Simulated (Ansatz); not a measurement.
A structure relaxed at PBE-D4/def2-SVP in Ansatz, charge 0, singlet:

```csv
atom,x (Å),y (Å),z (Å)
Ge1,-0.568,0.638,1.926
Ge2,-0.356,-0.250,-1.494
Ge3,2.130,-1.940,-0.025
Se4,-0.268,-1.658,0.699
Se5,2.154,-0.175,-1.598
Se6,-2.600,1.385,0.725
Se7,-0.491,2.000,-0.233
```

Question: Give its formula.

Answer: Ge3Se4.

Question: Summarise the bond lengths by kind (pairs closer than 1.2 times the sum of covalent radii, bridged metal pairs left out).

Answer: 8 × Ge–Se 2.36 to 2.62 Å; 1 × Se–Se 2.40 Å.

Another isomer (singlet) lies 0.55 eV lower at PBE0-D4/def2-TZVP; other spin states weren't run for this one.
